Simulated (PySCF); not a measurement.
Vibration and rotation of BaF

PBE0 constants of BaF, ²Σ⁺ (doublet), unpaired electrons σ ↑ (basis Ba x2c-TZVPall, F x2c-TZVPall; spin-free X2C with a Gaussian nucleus; PySCF 2.14; masses 137.9052 and 18.9984 u):

- ωe: 475.6 cm⁻¹
- ωexe: 1.83 cm⁻¹
- Be: 0.21828 cm⁻¹
- αe: 0.00115 cm⁻¹
- D (centrifugal): 1.84e-07 cm⁻¹
- De to Ba + F: 5.94 eV

Question: Give the vibrational terms G(v) and spacings up to v = 6.

Answer: G(v) = ωe(v+½) − ωexe(v+½)².

| v | G(v) (cm⁻¹) | G(v) − G(v−1) | Bv (cm⁻¹) |
| --- | --- | --- | --- |
| 0 | 237.3 |  | 0.2177 |
| 1 | 709.3 | 471.9 | 0.2166 |
| 2 | 1177.6 | 468.3 | 0.2154 |
| 3 | 1642.2 | 464.6 | 0.2143 |
| 4 | 2103.1 | 461.0 | 0.2131 |
| 5 | 2560.4 | 457.3 | 0.2120 |
| 6 | 3014.1 | 453.6 | 0.2108 |

Question: How well does the Morse estimate ωe²/(4ωexe) reproduce De, and what is D0?

Answer: It gives 3.83 eV, 64 % of the computed De. D0 = De − G(0) = 5.94 − 0.03 = 5.91 eV.

These are scalar-relativistic numbers at best; spin–orbit coupling would shift them, the dissociation energy most. The state was picked by a PBE0 search and need not be the measured ground state.
